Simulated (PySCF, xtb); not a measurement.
ZnCl, SMILES [Cl][Zn+], charge +1.

Harmonic wavenumbers (cm⁻¹) from GFN2-xTB run with xtb at its own minimum, in rising order: 350.

Question: What does PySCF with PBE0-D3(BJ)/def2-TZVP give at its own minimum? (An estimate is asked for; the answer gives what the named calculation found.)

Answer: 460. Paired by order, the mean absolute difference is 110 cm⁻¹ and the zero-point energies are 0.5 and 0.7 kcal/mol.
